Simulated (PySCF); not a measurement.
Radial density of Pt(2+) (platinum, charge +2)

B3LYP, [Xe] 4f14 5d8, high-spin 3F determinant. All numbers are calculated (PySCF 2.14, the spin-free X2C one-electron Hamiltonian (Gaussian nucleus), in x2c-TZVPPall with one added diffuse shell each of s, p, d, f type (12s8p8d4f1g, 113 functions)).

| r (bohr) | 4πr²ρ (e/bohr) | 4πr²(ρα − ρβ) |
| --- | --- | --- |
| 0.0135 | 107.6 | -0.0005 |
| 0.0227 | 94.85 | 0.0003 |
| 0.0381 | 127.8 | 0.0116 |
| 0.0641 | 137.4 | 0.0777 |
| 0.108 | 116.5 | 0.1594 |
| 0.181 | 118.7 | -0.0014 |
| 0.305 | 76.12 | 0.2560 |
| 0.513 | 63.75 | 0.0320 |
| 0.864 | 22.11 | 0.8408 |
| 1.45 | 9.859 | 1.4858 |
| 2.44 | 1.473 | 0.3175 |
| 4.11 | 0.06158 | 0.0110 |
| 11.6 | 1.585e-05 | 0.0000 |

Densities and radii are taken from the X2C orbitals without a picture-change correction, which distorts them close to the nucleus.

Spin-orbit coupling, absent here, splits the open shell strongly.
